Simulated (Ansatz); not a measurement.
`[CH3][GeH2][O]C=O` + H₂ → `[CH3][GeH3]` + `O=CO` at 500 K and 1 bar (hydrogenolysis of a Ge–O bond).

Isolated molecules relaxed with PBE0-D4/def2-TZVP in Ansatz; ΔE leaves out vibrations. CCSD(T)/CBS is the MP2 limit (def2-TZVPP, def2-QZVPP) plus CCSD(T) − MP2 in def2-TZVPP, frozen cores. This one scheme is used for every species. For Ge outer-core shells are correlated without core-valence functions, which leaves a few kJ/mol of doubt a bond. Scalar relativity is left out up to krypton. Each species was taken in one conformer, which may not be the lowest.

```csv
species,CCSD(T)/CBS energy (Eh),H − E (kJ/mol),S (J/(mol·K))
`[CH3][GeH2][O]C=O`,-2306.20478,248.7,418.0
H₂,-1.17544,41.0,145.5
`[CH3][GeH3]`,-2117.76728,187.1,312.2
`O=CO`,-189.60296,110.7,274.8
```

H − E and S are ideal-gas, rigid-rotor, harmonic terms from PBE0-D4/def2-TZVP, for one conformer and one mirror image of each species. The MP2-based limit puts H₂ 0.8 mEh under its directly extrapolated value; such offsets cancel only in part. 1 Eh = 2625.50 kJ/mol, R = 8.31446 J/(mol·K).

Task: By hand: ΔE, ΔH, ΔS and ΔG.

Result: ΔE = (-2117.76728) + (-189.60296) − (-2306.20478) − (-1.17544) = 0.00998 Eh = 26.2 kJ/mol. Δ(H − E) = 187.1 + 110.7 − 248.7 − 41.0 = 8.1, so ΔH = 34.3 kJ/mol. ΔS = 312.2 + 274.8 − 418.0 − 145.5 = 23.5 J/(mol·K). ΔG = 34.3 − 500 × (23.5)/1000 = 22.5 kJ/mol.

Task: By hand: the equilibrium constant, and the temperature at which ΔG would vanish if ΔH and ΔS stayed fixed.

Result: log₁₀ K = −ΔG/(RT ln 10) = -2.4. ΔG = 0 at ΔH/ΔS = 1460 K.

TΔS isn't small against ΔH here. A doubt of 5 kJ/mol in ΔE shifts log₁₀ K by 0.5 here. Other conformers and mirror images would add mixing entropy, several J/(mol·K) or more a flexible species. These are equilibria of isolated gas molecules and say nothing of rates. Largest T1 diagnostic: 0.016 (customary marks: 0.02 for closed shells, 0.045 for open ones).
